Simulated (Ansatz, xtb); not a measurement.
Relative energy of two structures of CH3BF3Ge+

We compare X, a singlet given by its coordinates, with Y, `[CH3][Ge+]([F])[B](F)F`, a singlet. Both are isolated ions in the gas phase, relaxed with r2SCAN-D4/def2-SVP; the shapes shown needn't be the lowest conformers.

X (Å):

```xyz
9

C     0.3872   -0.8878   -2.4569
B     0.4348   -1.4042   -0.9708
F    -2.3103    0.4114   -2.0710
F    -0.2158   -0.4861   -0.1508
F     0.9460   -2.4528   -0.4401
Ge   -0.6335    0.6694   -2.0034
H    -0.2928    2.0934   -1.5953
H    -0.1635   -1.5564   -3.1417
H     1.3789   -0.6740   -2.8906
```

Close contacts (Å): C1–B2 1.57, C1–Ge6 1.92, B2–F4 1.39, B2–F5 1.28, B2–Ge6 2.55, F3–Ge6 1.70, F4–Ge6 2.22, C1–H8 1.10, C1–H9 1.10, Ge6–H7 1.52.

Y (Å):

```yaml
atoms:
  - { symbol: C, position_ang: [-0.8839, 0.6957, 0.0484] }
  - { symbol: B, position_ang: [1.6828, 1.2176, -2.6955] }
  - { symbol: F, position_ang: [-0.5374, 3.1304, -1.6119] }
  - { symbol: F, position_ang: [1.3866, 0.6257, -3.8060] }
  - { symbol: F, position_ang: [2.8548, 1.6284, -2.3371] }
  - { symbol: Ge, position_ang: [0.0870, 1.5643, -1.3356] }
  - { symbol: H, position_ang: [-0.2613, -0.0511, 0.5637] }
  - { symbol: H, position_ang: [-1.2688, 1.4608, 0.7412] }
  - { symbol: H, position_ang: [-1.7409, 0.1832, -0.4288] }
```

**Question.** Which of the two would you expect CCSD(T)/def2-SVP + ΔMP2/def2-TZVPP electronic energies to favour?

**Answer.** Structure X; the calculation gives E(Y) − E(X) = +3.2 kcal/mol.

The same difference at several levels:

```json
{"level": "r2SCAN-D4/def2-SVP", "geometry": "r2SCAN-D4/def2-SVP", "E(Y) − E(X) (kcal/mol)": "+4.8", "departure from the last row (kcal/mol)": "+1.7", "job, with rough time for the two": "optimisation, 52 s"}
{"level": "HF/def2-SVP", "geometry": "r2SCAN-D4/def2-SVP", "E(Y) − E(X) (kcal/mol)": "+4.4", "departure from the last row (kcal/mol)": "+1.3", "job, with rough time for the two": "part of the CCSD(T) run"}
{"level": "MP2/def2-SVP", "geometry": "r2SCAN-D4/def2-SVP", "E(Y) − E(X) (kcal/mol)": "+6.3", "departure from the last row (kcal/mol)": "+3.2", "job, with rough time for the two": "part of the CCSD(T) run"}
{"level": "CCSD(T)/def2-SVP", "geometry": "r2SCAN-D4/def2-SVP", "E(Y) − E(X) (kcal/mol)": "+5.5", "departure from the last row (kcal/mol)": "+2.4", "job, with rough time for the two": "single point"}
{"level": "CCSD(T)/def2-SVP + ΔMP2/def2-TZVPP", "geometry": "r2SCAN-D4/def2-SVP", "E(Y) − E(X) (kcal/mol)": "+3.2", "departure from the last row (kcal/mol)": "", "job, with rough time for the two": "single point, 16 s"}
```

None of the levels shown reverses the order. The largest departure from CCSD(T)/def2-SVP + ΔMP2/def2-TZVPP is that of MP2/def2-SVP, 3.2 kcal/mol. Levels run at GFN2-xTB geometries aren't shown. The last row adds to CCSD(T) the change of the MP2 difference between the two basis sets, here −2.4 kcal/mol.

With harmonic frequencies from r2SCAN-D4/def2-SVP (ideal gas, rigid rotor, one conformer each, 298.15 K, 1 atm): on the last row, ΔE + ΔZPE = +3.9 kcal/mol. A mode under 50 cm⁻¹ makes harmonic enthalpies and free energies unreliable, so none is given.

The correlated steps freeze 14 core orbitals; the filled d shell of Ge is correlated, in a basis made for valence electrons. Codes used: Ansatz 0.2.0; the last row on 4 threads of Intel(R) Xeon(R) 6975P-C (Granite Rapids) on a shared host.
